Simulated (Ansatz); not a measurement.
(HBe-mu-Br)2 (Be2H2Br2). Charge 0, multiplicity 1. Geometry B3LYP-D4/def2-TZVP.

```xyz
6

Be    0.057    1.221   -0.642
H     0.116    2.400   -1.247
Br   -1.618    0.273    0.376
Be   -0.058   -1.222    0.640
H    -0.110   -2.390    1.267
Br    1.612   -0.283   -0.394
```

LC-ωPBE has ω = 0.4 bohr⁻¹.

Problem. Estimate the orbital energies around the gap (eV) in Ansatz with HF/def2-TZVP, PBE-D4/def2-TZVP, PBE-D4/def2-TZVPD, PBE0-D4/def2-SVP, LC-ωPBE/def2-TZVP.

Solution. 
| orbital | HF/def2-TZVP | PBE-D4/def2-TZVP | PBE-D4/def2-TZVPD | PBE0-D4/def2-SVP | LC-ωPBE/def2-TZVP |
| --- | --- | --- | --- | --- | --- |
| HOMO−5 | -13.67 | -9.40 | -9.42 | -10.81 | -13.47 |
| HOMO−4 | -13.15 | -8.86 | -8.89 | -10.22 | -13.02 |
| HOMO−3 | -12.61 | -8.57 | -8.59 | -9.92 | -12.39 |
| HOMO−2 | -12.56 | -8.15 | -8.18 | -9.46 | -12.16 |
| HOMO−1 | -12.29 | -7.71 | -7.73 | -9.12 | -12.14 |
| HOMO | -11.53 | -7.06 | -7.08 | -8.39 | -11.18 |
| LUMO | 1.75 | -1.72 | -1.76 | -0.99 | 1.19 |
| LUMO+1 | 2.06 | -1.57 | -1.62 | -0.75 | 1.31 |
| LUMO+2 | 2.19 | -0.59 | -0.78 | 0.40 | 1.58 |
| LUMO+3 | 2.30 | -0.27 | -0.62 | 0.46 | 2.18 |
| LUMO+4 | 3.36 | -0.25 | -0.38 | 1.00 | 2.59 |
| LUMO+5 | 4.41 | 1.02 | 0.55 | 2.41 | 3.24 |
